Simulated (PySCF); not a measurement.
**Ionisation energy of Tb+ by level of theory**

Tb+ [Xe] 4f9 6s1 (high-spin determinant) → Tb(2+) [Xe] 4f9 (high-spin determinant), as a difference of total energies. Calculation: PySCF 2.14, in cc-pVDZ-X2C; scalar relativity by spin-free X2C-1e. Correlated levels: valence: [Kr] 4d10 frozen; valence and next inner shell: [Ar] 3d10 frozen. The calculations carry no spin-orbit coupling.

```csv
method,ionisation energy (eV),difference from reference (eV)
UHF,10.688,-0.825
LDA,11.934,+0.421
PBE,11.734,+0.221
PBE0,11.506,-0.007
r2SCAN,11.503,-0.010
BP86,11.803,+0.290
B2PLYP,11.549,+0.036
r2SCAN0,11.405,-0.108
MP2 (valence),11.404,-0.109
SCS-MP2 (valence),11.240,-0.273
MP2 (valence and next inner shell),11.449,-0.064
SCS-MP2 (valence and next inner shell),11.287,-0.226
```

Reference: 11.513 ± 0.02 eV (semi-empirical (NIST evaluation); NIST Atomic Spectra Database, ionization energies).

Errors of the correlated levels include the incompleteness of this basis and the frozen core.

The determinant of Tb(2+) and of Tb+ mixes LS terms, which raises its energy above the lowest term, most at the Hartree-Fock and MP2 levels.
